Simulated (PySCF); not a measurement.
H9NSi4, SMILES N1[SiH2][SiH2][SiH2][SiH2]1. Coordinates come from a PBE-D3(BJ)/def2-SVP optimisation. The structure was generated by enumeration, and PubChem lists no compound with its InChIKey, so it may never have been made.

Task: Give the equilibrium geometry at PBE-D3(BJ)/def2-SVP (PySCF confirms it by a frequency run) as bond lengths and angles, and its point group. (An estimate is asked for; the answer gives what the named calculation found.)

Result: point group C2.
Atoms: N1 Si2 Si3 Si4 Si5 H6 H7 H8 H9 H10 H11 H12 H13 H14. Bond lengths (Å): N1–Si2 1.765, N1–Si5 1.765, N1–H6 1.027, Si2–Si3 2.360, Si2–H7 1.509, Si2–H8 1.512, Si3–Si4 2.354, Si3–H9 1.507, Si3–H10 1.505, Si4–Si5 2.360, Si4–H11 1.505, Si4–H12 1.507, Si5–H13 1.512, Si5–H14 1.509. Angles (°): Si2–N1–Si5 128.9, Si2–N1–H6 115.5, Si5–N1–H6 115.5, N1–Si2–Si3 103.3, N1–Si2–H7 110.5, N1–Si2–H8 112.6, Si3–Si2–H7 113.3, Si3–Si2–H8 110.9, H7–Si2–H8 106.5, Si2–Si3–Si4 97.8, Si2–Si3–H9 110.2, Si2–Si3–H10 113.8, Si4–Si3–H9 110.0, Si4–Si3–H10 115.1, H9–Si3–H10 109.4, Si3–Si4–Si5 97.8, Si3–Si4–H11 115.1, Si3–Si4–H12 110.0, Si5–Si4–H11 113.8, Si5–Si4–H12 110.2, H11–Si4–H12 109.4, N1–Si5–Si4 103.3, N1–Si5–H13 112.6, N1–Si5–H14 110.5, Si4–Si5–H13 110.9, Si4–Si5–H14 113.3, H13–Si5–H14 106.5.
Charge 0, spin multiplicity 1.
